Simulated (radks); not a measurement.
Spherical quantum dot in the effective-mass picture: electrons in a hard-walled sphere of radius 6.86, with a point charge +2 (a donor) at the centre, all in effective atomic units (hartree* = m*/eps^2 hartree, bohr* = eps/m* bohr), one dielectric constant everywhere. Method: non-relativistic Kohn-Sham, PBEsol, spin-polarised, spherical densities; computed with a radial shooting solver with Libxc functionals. Levels are named by radial order and angular momentum (1s, 1p, 1d, 2s, ...), and open shells are averaged over m.

N = 30, configuration 1s2 1p6 1d10 2s2 1f(up 7, down 3). This is the lowest configuration that the search found. Occupied and some empty levels:

| level | occupation | eigenvalue (hartree*) | <r> (bohr*) |
|---|---|---|---|
| 1s up | 1 | 4.8956 | 1.207 |
| 1s down | 1 | 4.8962 | 1.135 |
| 2s up | 1 | 4.9920 | 4.897 |
| 2s down | 1 | 5.0116 | 4.956 |
| 1p up | 3 | 5.0259 | 5.169 |
| 1p down | 3 | 5.0465 | 5.157 |
| 1d up | 5 | 5.1064 | 5.244 |
| 1d down | 5 | 5.1275 | 5.236 |
| 1f up | 7 | 5.2217 | 5.316 |
| 1f down | 3 | 5.2432 | 5.310 |
| 1g up | 0 | 5.3698 | 5.384 |
| 1g down | 0 | 5.3917 | 5.379 |
| 2p up | 0 | 5.6341 | 3.449 |
| 2p down | 0 | 5.6414 | 3.428 |
| 2d up | 0 | 5.8508 | 3.934 |
| 2d down | 0 | 5.8614 | 3.921 |

Energy (hartree*): total 73.2291, kinetic 16.735, external -17.623, Hartree 82.853, exchange-correlation -8.7364.

Electron density:

| r (bohr*) | n(r) (e/bohr*^3) |
|---|---|
| 0.376 | 0.8381 |
| 0.887 | 0.1408 |
| 1.40 | 0.02828 |
| 1.91 | 0.006941 |
| 2.42 | 0.003290 |
| 2.93 | 0.004415 |
| 3.44 | 0.008641 |
| 3.96 | 0.01644 |
| 4.47 | 0.02771 |
| 4.98 | 0.03888 |
| 5.49 | 0.04122 |
| 6.00 | 0.02683 |
| 6.51 | 0.005531 |
